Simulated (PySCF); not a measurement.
Radial density of Mo⁺ (molybdenum, charge +1)

PW91, [Kr] 4d4 5p1, one real determinant (an excited configuration). Computed with PySCF 2.14 in x2c-QZVPPall (13s8p7d3f2g, 111 functions), with the spin-free X2C one-electron Hamiltonian (Gaussian nucleus).

```
r (bohr)  4πr²ρ (e/bohr)  4πr²(ρα − ρβ)
  0.0349           49.14         0.0004
  0.0586           46.48         0.0083
  0.0986           64.63         0.0681
   0.166           49.50         0.3224
   0.279           45.96         0.5476
   0.469           36.70         0.0454
   0.789           11.49         0.8625
    1.33           9.211         2.5676
    2.23           2.058         1.4617
    3.76          0.4372         0.4327
    6.32         0.06122         0.0612
    10.6       8.921e-05         0.0001
```

Densities and radii are taken from the X2C orbitals without a picture-change correction, which distorts them close to the nucleus.

⟨L²⟩ = 8.00 against 12 for a pure F term, so this real determinant mixes terms.
